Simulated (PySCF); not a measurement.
# Worked example: oscillator strength and radiative lifetime

Ga(AsH2)(F)2 (AsF2GaH2), SMILES [F][Ga]([F])[AsH2].

Coordinates come from a PBE0-D3(BJ)/def2-SVP optimisation.

TDDFT-B3LYP/def2-SVPD run with PySCF puts the first singlet state with f over 0.02 at 5.81 eV (vertical), with the transition dipole (-0.929, -0.188, 0.000) in atomic units.

**Question.** Find the oscillator strength, the wavelength and the radiative lifetime that this transition would have in vacuum if emission retraced absorption.

**Answer.** 
|μ|² = 0.8984 au, so |μ| = 2.41 D. ΔE = 5.81/27.211 = 0.2135 hartree. f = (2/3) ΔE |μ|² = 0.128 (the program prints 0.128).
λ = 1239.84/5.81 = 213 nm; ν = 46861 cm⁻¹.
Einstein's coefficient A = 0.6670 ν² f s⁻¹ (ν in cm⁻¹) = 1.9e8 s⁻¹, so τ = 1/A = 5.3 ns. This state is S1. The figure is the radiative limit of this one transition; relaxation, internal conversion, crossing to triplets and a medium change what is measured.
